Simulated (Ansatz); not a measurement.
Ansatz (a first-principles code) input (B3LYP-D3(BJ)/def2-TZVP):

Ansatz 0.2 input:
```yaml
crystal:
  periodic: [false, false, false]
  atoms:
    - {symbol: B, position_ang: [0.07227523, 0.78696617, 0.74664878]}
    - {symbol: O, position_ang: [0.73778848, -0.10491118, -0.04121993]}
    - {symbol: C, position_ang: [2.12219002, -0.31194449, -0.08474182]}
    - {symbol: O, position_ang: [-1.25718969, 0.88046313, 0.71064618]}
    - {symbol: C, position_ang: [-2.12037495, 0.09322994, -0.11172464]}
    - {symbol: H, position_ang: [2.67367400, 0.53604823, 0.33216746]}
    - {symbol: H, position_ang: [2.41473802, -0.45403018, -1.12780447]}
    - {symbol: H, position_ang: [2.37641495, -1.21313517, 0.48152611]}
    - {symbol: H, position_ang: [-1.53929076, -0.57600248, -0.74570276]}
    - {symbol: H, position_ang: [-2.77907593, -0.48540759, 0.53775548]}
    - {symbol: H, position_ang: [-2.71525979, 0.77013194, -0.72658788]}
basis:
  gaussian:
    orbitals: def2-TZVP
hamiltonian:
  xc: b3lyp
  dispersion: d3bj
magnetization: {spin_polarized: true, initial_magnetization: 1}
relax: {f_tol: 0.002, max_steps: 150}
```

Output:

```
Functional definition: B3LYP
integrals: 0.09 GiB planned
1095 factors; their error is unknown
mean field: 1.13 GiB planned
mean field evaluation 1: about -6935.5491 eV, gradient 5.1e1 eV
mean field evaluation 2: about -6922.8380 eV, gradient 7.7e1 eV
mean field evaluation 4: about -6945.2514 eV, gradient 3.2e0 eV
mean field evaluation 8: about -6945.2947 eV, gradient 4.5e-2 eV
mean field evaluation 16: about -6945.2874 eV, gradient 3.2e-4 eV
mean field -6945.28738976 eV, -255.2346038888 hartree, gradient 1.9e-5 eV, S^2 0.752029; 0 other end points of the search recorded, 0 dependent functions left out
the calculation of the forces begins
reference -6945.28767040 eV, -255.2346142022 hartree; 20, 19 occupied and 171, 172 virtual orbitals, 1095 factors
relax step   1: F+E_penalty+E_count = -6945.57537596 eV  Δ(F+E_penalty+E_count) = +0.000e0 eV  max|allowed force component| = 7.188e-1 eV/Å  Δτ_max = 0.0000 Å  (32 SCF iters, accepted)
these checks for a lower state are left out or cut short: starts, cluster_reference, orbital_swaps, neighbouring_geometries, increment
integrals: 0.09 GiB planned
1095 factors; their error is unknown
mean field: 1.13 GiB planned
mean field -6945.30720848 eV, -255.2353322133 hartree, gradient 2.2e-5 eV, S^2 0.751996; 0 other end points of the search recorded, 0 dependent functions left out
the calculation of the forces begins
reference -6945.30748852 eV, -255.2353425045 hartree; 20, 19 occupied and 171, 172 virtual orbitals, 1095 factors
relax step   2: F+E_penalty+E_count = -6945.59447666 eV  Δ(F+E_penalty+E_count) = -1.910e-2 eV  max|allowed force component| = 3.977e-1 eV/Å  Δτ_max = 0.0357 Å  (32 SCF iters, accepted)
these checks for a lower state are left out or cut short: starts, cluster_reference, orbital_swaps, neighbouring_geometries, increment
integrals: 0.09 GiB planned
1095 factors; their error is unknown
mean field: 1.13 GiB planned
mean field evaluation 32: about -6945.3181 eV, gradient 1.3e-5 eV
mean field -6945.31814988 eV, -255.2357343024 hartree, gradient 1.3e-5 eV, S^2 0.751953; 0 other end points of the search recorded, 0 dependent functions left out
the calculation of the forces begins
reference -6945.31842844 eV, -255.2357445393 hartree; 20, 19 occupied and 171, 172 virtual orbitals, 1095 factors
relax step   3: F+E_penalty+E_count = -6945.60536134 eV  Δ(F+E_penalty+E_count) = -1.088e-2 eV  max|allowed force component| = 1.141e-1 eV/Å  Δτ_max = 0.0555 Å  (33 SCF iters, accepted)
these checks for a lower state are left out or cut short: starts, cluster_reference, orbital_swaps, neighbouring_geometries, increment
integrals: 0.09 GiB planned
1095 factors; their error is unknown
mean field: 1.13 GiB planned
mean field -6945.31870712 eV, -255.2357547807 hartree, gradient 1.7e-5 eV, S^2 0.751958; 0 other end points of the search recorded, 0 dependent functions left out
the calculation of the forces begins
reference -6945.31898557 eV, -255.2357650134 hartree; 20, 19 occupied and 171, 172 virtual orbitals, 1095 factors
relax step   4: F+E_penalty+E_count = -6945.60600056 eV  Δ(F+E_penalty+E_count) = -6.392e-4 eV  max|allowed force component| = 3.447e-2 eV/Å  Δτ_max = 0.0087 Å  (35 SCF iters, accepted)
these checks for a lower state are left out or cut short: starts, cluster_reference, orbital_swaps, neighbouring_geometries, increment
integrals: 0.09 GiB planned
1095 factors; their error is unknown
mean field: 1.13 GiB planned
mean field -6945.31881548 eV, -255.2357587627 hartree, gradient 1.7e-5 eV, S^2 0.751957; 0 other end points of the search recorded, 0 dependent functions left out
the calculation of the forces begins
reference -6945.31909378 eV, -255.2357689902 hartree; 20, 19 occupied and 171, 172 virtual orbitals, 1095 factors
relax step   5: F+E_penalty+E_count = -6945.60615764 eV  Δ(F+E_penalty+E_count) = -1.571e-4 eV  max|allowed force component| = 3.836e-2 eV/Å  Δτ_max = 0.0156 Å  (34 SCF iters, accepted)
these checks for a lower state are left out or cut short: starts, cluster_reference, orbital_swaps, neighbouring_geometries, increment
integrals: 0.09 GiB planned
1095 factors; their error is unknown
mean field: 1.13 GiB planned
[...]
the calculation of the forces begins
reference -6945.32172620 eV, -255.2358657296 hartree; 20, 19 occupied and 171, 172 virtual orbitals, 1095 factors
relax step  58: F+E_penalty+E_count = -6945.61022877 eV  Δ(F+E_penalty+E_count) = -7.005e-5 eV  max|allowed force component| = 4.138e-3 eV/Å  Δτ_max = 0.0244 Å  (34 SCF iters, accepted)
these checks for a lower state are left out or cut short: starts, cluster_reference, orbital_swaps, neighbouring_geometries, increment
integrals: 0.09 GiB planned
1095 factors; their error is unknown
mean field: 1.13 GiB planned
mean field -6945.32144955 eV, -255.2358555631 hartree, gradient 1.8e-5 eV, S^2 0.751964; 0 other end points of the search recorded, 0 dependent functions left out
the calculation of the forces begins
reference -6945.32172835 eV, -255.2358658087 hartree; 20, 19 occupied and 171, 172 virtual orbitals, 1095 factors
relax step  59: F+E_penalty+E_count = -6945.61028457 eV  Δ(F+E_penalty+E_count) = -5.580e-5 eV  max|allowed force component| = 1.978e-2 eV/Å  Δτ_max = 0.0353 Å  (32 SCF iters, accepted)
these checks for a lower state are left out or cut short: starts, cluster_reference, orbital_swaps, neighbouring_geometries, increment
integrals: 0.09 GiB planned
1095 factors; their error is unknown
mean field: 1.13 GiB planned
mean field -6945.32145925 eV, -255.2358559194 hartree, gradient 1.6e-5 eV, S^2 0.751964; 0 other end points of the search recorded, 0 dependent functions left out
the calculation of the forces begins
reference -6945.32173803 eV, -255.2358661645 hartree; 20, 19 occupied and 171, 172 virtual orbitals, 1095 factors
relax step  60: F+E_penalty+E_count = -6945.61030206 eV  Δ(F+E_penalty+E_count) = -1.749e-5 eV  max|allowed force component| = 1.940e-2 eV/Å  Δτ_max = 0.0077 Å  (35 SCF iters, accepted)
these checks for a lower state are left out or cut short: starts, cluster_reference, orbital_swaps, neighbouring_geometries, increment
integrals: 0.09 GiB planned
1095 factors; their error is unknown
mean field: 1.13 GiB planned
mean field -6945.32146331 eV, -255.2358560685 hartree, gradient 1.5e-5 eV, S^2 0.751964; 0 other end points of the search recorded, 0 dependent functions left out
the calculation of the forces begins
reference -6945.32174198 eV, -255.2358663097 hartree; 20, 19 occupied and 171, 172 virtual orbitals, 1095 factors
relax step  61: F+E_penalty+E_count = -6945.61032454 eV  Δ(F+E_penalty+E_count) = -2.248e-5 eV  max|allowed force component| = 2.663e-2 eV/Å  Δτ_max = 0.0288 Å  (33 SCF iters, accepted)
these checks for a lower state are left out or cut short: starts, cluster_reference, orbital_swaps, neighbouring_geometries, increment
integrals: 0.09 GiB planned
1095 factors; their error is unknown
mean field: 1.13 GiB planned
mean field -6945.32149868 eV, -255.2358573683 hartree, gradient 1.6e-5 eV, S^2 0.751964; 0 other end points of the search recorded, 0 dependent functions left out
the calculation of the forces begins
reference -6945.32177735 eV, -255.2358676093 hartree; 20, 19 occupied and 171, 172 virtual orbitals, 1095 factors
relax step  62: F+E_penalty+E_count = -6945.61035625 eV  Δ(F+E_penalty+E_count) = -3.172e-5 eV  max|allowed force component| = 1.944e-2 eV/Å  Δτ_max = 0.0067 Å  (35 SCF iters, accepted)
these checks for a lower state are left out or cut short: starts, cluster_reference, orbital_swaps, neighbouring_geometries, increment
integrals: 0.09 GiB planned
1095 factors; their error is unknown
mean field: 1.13 GiB planned
mean field evaluation 448: about -6945.3311 eV, gradient 3.6e-4 eV
mean field -6945.32151931 eV, -255.2358581268 hartree, gradient 1.6e-5 eV, S^2 0.751964; 0 other end points of the search recorded, 0 dependent functions left out
the calculation of the forces begins
reference -6945.32179795 eV, -255.2358683664 hartree; 20, 19 occupied and 171, 172 virtual orbitals, 1095 factors
relax step  63: F+E_penalty+E_count = -6945.61037798 eV  Δ(F+E_penalty+E_count) = -2.172e-5 eV  max|allowed force component| = 1.056e-2 eV/Å  Δτ_max = 0.0053 Å  (35 SCF iters, accepted)
these checks for a lower state are left out or cut short: starts, cluster_reference, orbital_swaps, neighbouring_geometries, increment
integrals: 0.09 GiB planned
1095 factors; their error is unknown
mean field: 1.13 GiB planned
mean field -6945.32152685 eV, -255.2358584037 hartree, gradient 1.6e-5 eV, S^2 0.751964; 0 other end points of the search recorded, 0 dependent functions left out
the calculation of the forces begins
reference -6945.32180538 eV, -255.2358686395 hartree; 20, 19 occupied and 171, 172 virtual orbitals, 1095 factors
relax step  64: F+E_penalty+E_count = -6945.61040053 eV  Δ(F+E_penalty+E_count) = -2.255e-5 eV  max|allowed force component| = 5.598e-3 eV/Å  Δτ_max = 0.0166 Å  (34 SCF iters, accepted)
these checks for a lower state are left out or cut short: starts, cluster_reference, orbital_swaps, neighbouring_geometries, increment
integrals: 0.09 GiB planned
1095 factors; their error is unknown
mean field: 1.13 GiB planned
mean field -6945.32152248 eV, -255.2358582430 hartree, gradient 1.5e-5 eV, S^2 0.751964; 0 other end points of the search recorded, 0 dependent functions left out
the calculation of the forces begins
reference -6945.32180088 eV, -255.2358684741 hartree; 20, 19 occupied and 171, 172 virtual orbitals, 1095 factors
relax step  65: F+E_penalty+E_count = -6945.61041405 eV  Δ(F+E_penalty+E_count) = -1.352e-5 eV  max|allowed force component| = 7.964e-3 eV/Å  Δτ_max = 0.0199 Å  (34 SCF iters, accepted)
these checks for a lower state are left out or cut short: starts, cluster_reference, orbital_swaps, neighbouring_geometries, increment
integrals: 0.09 GiB planned
1095 factors; their error is unknown
mean field: 1.13 GiB planned
mean field -6945.32152313 eV, -255.2358582672 hartree, gradient 1.6e-5 eV, S^2 0.751964; 0 other end points of the search recorded, 0 dependent functions left out
the calculation of the forces begins
reference -6945.32180146 eV, -255.2358684953 hartree; 20, 19 occupied and 171, 172 virtual orbitals, 1095 factors
relax step  66: F+E_penalty+E_count = -6945.61042120 eV  Δ(F+E_penalty+E_count) = -7.158e-6 eV  max|allowed force component| = 5.942e-3 eV/Å  Δτ_max = 0.0108 Å  (34 SCF iters, accepted)
these checks for a lower state are left out or cut short: starts, cluster_reference, orbital_swaps, neighbouring_geometries, increment
integrals: 0.09 GiB planned
1095 factors; their error is unknown
mean field: 1.13 GiB planned
mean field evaluation 480: about -6945.3215 eV, gradient 1.6e-5 eV
mean field -6945.32152428 eV, -255.2358583093 hartree, gradient 1.6e-5 eV, S^2 0.751964; 0 other end points of the search recorded, 0 dependent functions left out
the calculation of the forces begins
reference -6945.32180253 eV, -255.2358685347 hartree; 20, 19 occupied and 171, 172 virtual orbitals, 1095 factors
relax step  67: F+E_penalty+E_count = -6945.61042582 eV  Δ(F+E_penalty+E_count) = -4.618e-6 eV  max|allowed force component| = 9.854e-4 eV/Å  Δτ_max = 0.0090 Å  (34 SCF iters, accepted)
these checks for a lower state are left out or cut short: starts, cluster_reference, orbital_swaps, neighbouring_geometries, increment
integrals: 0.09 GiB planned
1095 factors; their error is unknown
mean field: 1.13 GiB planned
mean field -6945.32152788 eV, -255.2358584415 hartree, gradient 1.6e-5 eV, S^2 0.751964; 0 other end points of the search recorded, 0 dependent functions left out
the calculation of the forces begins
reference -6945.32180609 eV, -255.2358686654 hartree; 20, 19 occupied and 171, 172 virtual orbitals, 1095 factors
relax step  68: F+E_penalty+E_count = -6945.61042681 eV  Δ(F+E_penalty+E_count) = -9.829e-7 eV  max|allowed force component| = 9.331e-4 eV/Å  Δτ_max = 0.0062 Å  (34 SCF iters, accepted)
these checks for a lower state are left out or cut short: starts, cluster_reference, orbital_swaps, neighbouring_geometries, increment
integrals: 0.09 GiB planned
1095 factors; their error is unknown
mean field: 1.13 GiB planned
mean field -6945.32152813 eV, -255.2358584508 hartree, gradient 2.3e-5 eV, S^2 0.751964; 0 other end points of the search recorded, 0 dependent functions left out
the calculation of the forces begins
reference -6945.32180630 eV, -255.2358686733 hartree; 20, 19 occupied and 171, 172 virtual orbitals, 1095 factors
relax step  69: F+E_penalty+E_count = -6945.61042651 eV  Δ(F+E_penalty+E_count) = +2.924e-7 eV  max|allowed force component| = 1.503e-3 eV/Å  Δτ_max = 0.0043 Å  (24 SCF iters, accepted)
integrals: 0.09 GiB planned
1095 factors; their error is unknown
mean field: 1.13 GiB planned
mean field evaluation 512: about -6945.3215 eV, gradient 2.9e-4 eV
mean field -6945.32152813 eV, -255.2358584508 hartree, gradient 3.3e-5 eV, S^2 0.751964; 1 other end points of the search recorded, 0 dependent functions left out
the calculation of the forces begins
reference -6945.32180630 eV, -255.2358686733 hartree; 20, 19 occupied and 171, 172 virtual orbitals, 1095 factors
Total energy: -6945.61070468 eV, -255.2464854931 hartree
Atom 0 at     0.101351     0.938670     0.405057 Å, force     0.000309     0.000923    -0.001344 eV/Å
Atom 1 at     0.708643    -0.192323    -0.011200 Å, force    -0.000025     0.000274     0.000071 eV/Å
Atom 2 at     2.119371    -0.388840     0.043095 Å, force     0.000307    -0.000541     0.000455 eV/Å
Atom 3 at    -1.222886     1.136461     0.358617 Å, force    -0.000754    -0.001503     0.001025 eV/Å
Atom 4 at    -2.115028     0.129264    -0.150823 Å, force     0.000550     0.000944    -0.000153 eV/Å
Atom 5 at     2.622653     0.484213     0.460527 Å, force    -0.000029    -0.000094    -0.000043 eV/Å
Atom 6 at     2.485377    -0.573097    -0.967156 Å, force    -0.000336     0.000045     0.000087 eV/Å
Atom 7 at     2.326602    -1.261168     0.663248 Å, force     0.000116     0.000092    -0.000043 eV/Å
Atom 8 at    -1.877976    -0.099457    -1.190430 Å, force     0.000128    -0.000026    -0.000192 eV/Å
Atom 9 at    -2.038781    -0.782725     0.442262 Å, force     0.000018    -0.000200     0.000149 eV/Å
Atom 10 at    -3.123437     0.530410    -0.082234 Å, force    -0.000285     0.000086    -0.000013 eV/Å
Dipole moment:     0.108913    -0.353572    -0.137909 e Å
```

It need not be the lowest isomer of its formula.
